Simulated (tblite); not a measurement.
Species: C6H13O (doublet state).
Numbering: `[CH3:1][C:2]([CH3:3])([CH3:4])[CH2:5][CH2:6][O:7]` (hydrogens: H8, H9, H10 on C1; H11, H12, H13 on C3; H14, H15, H16 on C4; H17, H18 on C5; H19, H20 on C6)

Computed geometry: GFN2-xTB, gas phase. This method treats the open shell by occupation alone, without spin polarisation.

Problem. What internal coordinates does the optimisation give?

Solution. 
```csv
bond,length (bohr),order
C1–C2,2.871,single
C2–C3,2.894,single
C2–C4,2.931,single
C2–C5,2.913,single
C5–C6,2.936,single
C6–O7,2.529,single
C1–H8 and 7 like bonds,2.054,single
C1–H9,2.139,single
"C5–H17, C5–H18",2.062,single
"C6–H19, C6–H20",2.092,single
```

Bonds in one row agree within 0.02 bohr and their mean is given. Orders are formal, as drawn. A selection of angles:
```csv
angle,degrees
C2–C1–H8,113.4
C2–C1–H9,105.5
H8–C1–H9,108.2
H8–C1–H10,110.7
H9–C1–H10,106.1
C1–C2–C3,109.6
C1–C2–C4,110.9
C1–C2–C5,107.9
C3–C2–C5,110.9
C2–C3–H11,110.8
C2–C3–H13,110.1
H11–C3–H12,108.7
C2–C5–C6,111.2
C2–C5–H17,110.8
C2–C5–H18,108.6
C6–C5–H17,108.7
C6–C5–H18,108.3
H17–C5–H18,109.2
C5–C6–O7,113.4
C5–C6–H19,109.7
C5–C6–H20,104.7
O7–C6–H19,112.8
O7–C6–H20,108.2
H19–C6–H20,107.6
```

Torsions: C1–C2–C5–C6 -58° (synclinal); C2–C5–C6–O7 57° (synclinal). The mirror-image conformer, all signs reversed, is as good.

Of the pairs four or more bonds apart, O7···H9 is among the closest relative to their van der Waals radii: 1.55 Å, 57 % of the sum of Bondi's values. The 5 C–C bonds span 1.519 Å (C1–C2, drawn single) to 1.553 Å (C5–C6, drawn single), a spread of 0.034 Å.

Point group: C1 (no symmetry element, even within 0.4 Å). GFN2-xTB frequencies show an imaginary mode (218i cm⁻¹), so the point is no minimum at that level. 2 starts were optimised and ended at 0.00 and 1.02 kcal/mol (GFN2-xTB); the lowest of these is shown.
